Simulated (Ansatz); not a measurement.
Reaction (cleavage of the Si–Si bond): `O[SiH]([SiH3])[GeH3]` + `[CH3][AlH][SH]` → `[CH3][AlH][S][SiH3]` + `O[SiH2][GeH3]`

Computed with Ansatz on PBE0-D4/def2-TZVP structures; ΔE is electronic, products minus reactants. CCSD(T)/CBS is the MP2 limit (def2-TZVPP, def2-QZVPP) plus CCSD(T) − MP2 in def2-TZVPP, frozen cores. This one scheme is used for every species. DFT in def2-TZVPP. For Ge outer-core shells are correlated without core-valence functions, which leaves a few kJ/mol of doubt a bond. Scalar relativity is left out up to krypton. One conformer a species, not always the lowest.

```
             level  ΔE (eV)
            B2PLYP    -0.62
     HF/def2-TZVPP    -0.71
   CCSD/def2-TZVPP    -0.61
CCSD(T)/def2-TZVPP    -0.61
```

(1) What does CCSD(T)/CBS give? (Estimate.)

Largest T1 diagnostic among the species: 0.013.

Answers

(1) Ansatz gave: -0.63 eV. The listed levels differ from it by 0.01, -0.08, 0.02, 0.02 eV.

From PBE to PBE0 (25 % exact exchange), in def2-TZVPP and without D4, ΔE moves by −0.07 eV.
